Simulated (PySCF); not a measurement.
**Exercise with solution: chemical shift, span and skew from a shielding tensor**

CH₄O₃, SMILES OC(O)O. Atoms are numbered in the order given.

```xyz
8

O     -0.1606     0.7062     1.0927
C      0.3448     0.0213     0.0000
O     -0.0352    -1.3245     0.0000
O     -0.1606     0.7062    -1.0927
H      0.1658     0.2476     1.8780
H      1.4572    -0.0077     0.0000
H     -1.0069    -1.3180     0.0000
H      0.1658     0.2476    -1.8780
```

The structure is a stationary point at r2SCAN-D4/def2-SVP. One conformer was computed; it need not be the lowest.

GIAO shieldings from KT2/pcSseg-1 run with PySCF, non-relativistic, no solvent. The symmetric part of the tensor of C2 has the principal values 51.4, 87.6, 88.2 ppm. The same nucleus in TMS has σ = 185.1 ppm at this level (PySCF, at its B3LYP-D3(BJ)/def2-TZVP geometry).

Q: Work out the isotropic shielding, the ¹³C shift against TMS, the span and the skew.

A: 
σ(iso) = (σ11 + σ22 + σ33)/3 = 75.7 ppm. δ = σ(ref) − σ(iso) = 185.1 − (75.7) = 109.4 ppm.
Span Ω = σ33 − σ11 = 36.8 ppm. Skew κ = 3(σ(iso) − σ22)/Ω = -0.97. Tumbling in solution averages the tensor to δ; in a static solid the shielding alone would spread this spin-1/2 line over Ω.
